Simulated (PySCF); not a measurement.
## How methods differ on the ionisation energy of K

K [Ar] 4s1 (2S) → K⁺ [Ar] (1S), as a difference of total energies. Computed with PySCF 2.14 in x2c-QZVPPall with one added diffuse shell each of s, p, d, f type (12s8p5d4f, 89 functions), with the spin-free X2C one-electron Hamiltonian (Gaussian nucleus). Correlated levels: valence and next inner shell: [Ne] frozen. The calculations carry no spin-orbit coupling.

```
                                method  ionisation energy (eV)  error (eV)
                                   UHF                   4.022      -0.319
    MP2 (valence and next inner shell)                   4.297      -0.044
SCS-MP2 (valence and next inner shell)                   4.241      -0.100
   CCSD (valence and next inner shell)                   4.295      -0.046
CCSD(T) (valence and next inner shell)                   4.315      -0.026
```

Reference: 4.341 eV (measured; NIST Atomic Spectra Database, ionization energies).

Errors of the correlated levels include the incompleteness of this basis and the frozen core.
